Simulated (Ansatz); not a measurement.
Basis sets compared for Sn₂SeF₆ (relaxed from a model of (F3Sn)2Se, whose bonding it doesn't keep). Charge 0, multiplicity 1. Geometry r2SCAN-D4/def2-SVP. Ansatz on 4 threads of AMD EPYC 7R43 on a shared host; times are rough, and most runs start from earlier orbitals.

Cartesian coordinates in Å:
```
Sn -0.980 1.159 -1.064
F -0.243 2.128 -2.540
F -2.786 0.838 -1.604
F -0.076 -0.626 -1.087
Se -0.299 1.513 1.284
Sn 0.804 -0.821 1.052
F -0.338 -2.359 1.059
F 1.489 -0.867 2.854
F 2.428 -0.964 0.047
```

In the def2 sets Sn takes a core potential; there is no spin–orbit coupling.

Binding counts from free atoms (Sn triplet, F doublet, Se triplet) in the same basis, without a counterpoise term.

```tsv
level	functions	energy (Eh)	HOMO (eV)	LUMO (eV)	binding per atom (eV)	wall time
PBE-D4/def2-SVP	168	-3427.7492	-7.85	-4.97	3.61	2.2 s
PBE-D4/def2-TZVP	334	-3428.8454	-8.02	-5.14	3.65	5.5 s
PBE0-D4/def2-SVP	168	-3427.8208	-9.26	-4.26	3.35	4.1 s
PBE0-D4/def2-TZVP	334	-3428.9123	-9.33	-4.34	3.43	15 s
BHLYP-D4/def2-TZVP (with forces)	334	-3429.3833	-10.45	-3.49	3.19	22 s
```

Q: Estimate the rows for PBE-D4/def2-TZVPD, PBE0-D4/def2-TZVPD, BHLYP-D4/def2-TZVPD.

A: 
| level | functions | energy (Eh) | HOMO (eV) | LUMO (eV) | binding per atom (eV) | wall time |
| --- | --- | --- | --- | --- | --- | --- |
| PBE-D4/def2-TZVPD | 409 | -3428.8519 | -8.05 | -5.18 | 3.64 | 9 s |
| PBE0-D4/def2-TZVPD | 409 | -3428.9185 | -9.32 | -4.36 | 3.43 | 22 s |
| BHLYP-D4/def2-TZVPD | 409 | -3429.3893 | -10.44 | -3.51 | 3.19 | 25 s |
